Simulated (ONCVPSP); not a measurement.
**Cutoff test, Nb (Z = 41), ONCV**

* Element: Nb (Z = 41)
* Generator: ONCVPSP 4.0.1
* Type: optimised norm-conserving Vanderbilt (ONCV)
* Functional: PBE
* Relativity: scalar-relativistic
* Frozen core: [Kr]
* Valence charge: 5
* Reference configuration: 4d4 5s0.5 (charge +0.5)
* Partial waves: 5s: rc 2.90 bohr, ncon 4, nbas 7, qcut 2 1/bohr, 2 projectors, debl 0.4 Ha; p scattering state at 0.18 Ha: rc 2.55 bohr, ncon 4, nbas 9, qcut 3.5 1/bohr, 2 projectors, debl 0.3 Ha; 4d: rc 2.25 bohr, ncon 3, nbas 8, qcut 8.3 1/bohr, 2 projectors, debl 3 Ha
* Local potential: polynomial inside 1.80 bohr (lpopt 5, dvloc0 0 Ha)
* Core correction: Teter function, fcfact 2, rcfact 1.65

**Question.** For each optimised wave give the share of its norm inside rc, the residual kinetic energy above qcut (Ha) and the cutoffs (Ha) for errors of 10, 1, 0.1 and 0.01 mHa per electron.

**Answer.**

```tsv
wave	norm inside rc	residual KE	10 mHa	1 mHa	0.1 mHa	0.01 mHa
5s	0.333	2.8e-03	1.4	3.1	11.0	13.8
s projector 2	0.191	4.8e-03	1.7	4.4	16.7	20.9
p projector 1	0.090	4.9e-04	1.0	4.8	32.4	43.3
p projector 2	0.163	5.6e-04	2.3	3.9	47.0	57.2
4d	0.633	1.6e-10	12.1	16.4	20.2	23.5
d projector 2	0.150	3.6e-09	14.5	19.1	23.2	26.6
```

The occupied waves need 16 Ha and 20 Ha for 1 and 0.1 mHa. Note: ghosts flagged at negative energy: s at -25.5 eV, p at -35.8 eV; no localised positive-energy state flagged. A true bound ghost makes a file unfit for plane-wave use.
